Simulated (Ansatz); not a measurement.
System: CdF2 (charge 0, singlet). SMILES: [Cd]([F])[F]
Geometry: optimised at B3LYP-D3(BJ)/def2-TZVP (Ansatz, a program for electronic structure).

Quantity: vertical electron affinity (to the doublet state of charge -1; a negative value means that the extra electron is unbound and the number depends on the basis; each state is the SCF solution reached for its spin), in eV. Valence correlation only, unless marked. UHF or UKS for open shells. No spin-orbit coupling. Frozen are the shells of the preceding noble gas and the d and f shells that filled before the atom's block. In def2 rows, elements after Kr have scalar-relativistic effective core potentials. Anions need diffuse functions: def2-D sets add few. 

```csv
level,program,vertical electron affinity (eV)
SVWN5/def2-TZVPD,Ansatz,0.97
PBE/def2-TZVPD,Ansatz,0.71
r2SCAN/def2-TZVPD,Ansatz,0.64
B3LYP/def2-TZVPD,Ansatz,0.79
PBE0/def2-TZVPD,Ansatz,0.63
BHLYP/def2-TZVPD,Ansatz,0.57
CAM-B3LYP/def2-TZVPD,Ansatz,0.73
wB97M-V/def2-TZVPD,Ansatz,0.46
wB97X-V/def2-TZVPD,Ansatz,0.43
wB97X/def2-TZVPD,Ansatz,0.45
CCSD/def2-SVPD,Ansatz,0.35
CCSD/def2-TZVPPD,Ansatz,0.43
CCSD(T)/def2-SVPD,Ansatz,0.40
CCSD(T)/def2-TZVPPD,Ansatz,0.48
```
